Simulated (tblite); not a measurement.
Species: C6H7F2O (doublet state).
Z-matrix (Å and degrees, GFN2-xTB geometry), rows numbered from 1:
```
C 
C   1  1.3328
C   2  1.4956  1  125.35
O   2  1.3651  1  123.79  3  -179.22
C   4  1.3101  2  123.33  1    -0.12
C   5  1.3040  4  136.31  2   -79.77
F   6  1.3608  5  120.47  4  -177.60
C   6  1.5208  5  129.63  4    -0.89
F   8  1.3642  6  110.75  5     4.26
H   1  1.0757  2  121.77  3   178.95
H   1  1.0724  2  120.89  3    -0.85
H   3  1.0884  2  109.99  1  -124.01
H   3  1.0888  2  109.70  1   117.37
H   3  1.0846  2  110.38  1    -3.14
H   8  1.0969  6  109.85  5   123.23
H   8  1.0963  6  110.22  5  -115.06
```

Computed geometry: GFN2-xTB, gas phase. This method treats the open shell by occupation alone, without spin polarisation.

Take the most abundant isotopes and a rigid rotor. The values belong to one conformer with, in the numbering `[CH2:1]=[C:2]([CH3:3])[O:4]/[C:5]=[C:6](/[F:7])[CH2:8][F:9]`, C1–C2–O4–C5 0°, C2–O4–C5–C6 -80°, C5–C6–C8–F9 4°.

What are A, B and C (MHz)?

Ia = 183.44, Ib = 503.16, Ic = 577.40 u·Å²; 505379 MHz·u·Å²/I gives A = 2755, B = 1004, C = 875.3 MHz.

Classify the top.

An asymmetric top. Ray's parameter κ = (2B − A − C)/(A − C) = -0.863; −1 is the prolate and +1 the oblate limit.

What does the inertial defect say?

Not planar: Δ = Ic − Ia − Ib = -109.21 u·Å². For a rigid frame Δ = −2 Σ m c², so Σ m c² = 54.60 u·Å² lies off the ab plane: 12.70 from hydrogen and 41.90 from heavier atoms. The atom farthest from that plane is 2.18 Å away.

Give the other two planar moments, Paa and Pbb, and the rms extents of the mass along the axes.

Paa = Σ m a² = (Ib + Ic − Ia)/2 = 448.56 and Pbb = Σ m b² = (Ia + Ic − Ib)/2 = 128.84 u·Å². With the mass M = 133.05 u, the rms extents √(P/M) along a, b and c are 1.84, 0.98, 0.64 Å.

Give the coordinates in the principal-axis frame, origin at the centre of mass.

The sense of each axis is arbitrary; atoms in the order of the calculation.
| atom | mass (u) | a (Å) | b (Å) | c (Å) |
| --- | --- | --- | --- | --- |
| C1 | 12.000 | -1.623 | 0.271 | -1.493 |
| C2 | 12.000 | -1.835 | 0.252 | -0.177 |
| C3 | 12.000 | -3.123 | -0.120 | 0.487 |
| O4 | 15.995 | -0.891 | 0.590 | 0.749 |
| C5 | 12.000 | 0.324 | 0.966 | 0.433 |
| C6 | 12.000 | 1.433 | 0.375 | 0.084 |
| F7 | 18.998 | 2.563 | 1.102 | -0.133 |
| C8 | 12.000 | 1.734 | -1.107 | -0.079 |
| F9 | 18.998 | 0.606 | -1.852 | 0.108 |
| H10 | 1.008 | -0.676 | 0.564 | -1.910 |
| H11 | 1.008 | -2.399 | -0.005 | -2.180 |
| H12 | 1.008 | -3.454 | 0.689 | 1.136 |
| H13 | 1.008 | -2.976 | -1.006 | 1.102 |
| H14 | 1.008 | -3.886 | -0.322 | -0.257 |
| H15 | 1.008 | 2.101 | -1.303 | -1.094 |
| H16 | 1.008 | 2.476 | -1.426 | 0.662 |

Estimate the classical rotational partition function at 10 K, 25 K and 200 K.

Point group C1, symmetry number σ = 1; q = (√π/σ)·√((kT/h)³/(ABC)), k/h = 20836.6 MHz/K: 3430 at 10 K, 13500 at 25 K, 306000 at 200 K.

For this open shell read J as N, the rotation without spin; fine and hyperfine splittings come on top. Its GFN2-xTB frequencies are all real (lowest 41 cm⁻¹). Zero-point vibration and centrifugal distortion are left out.
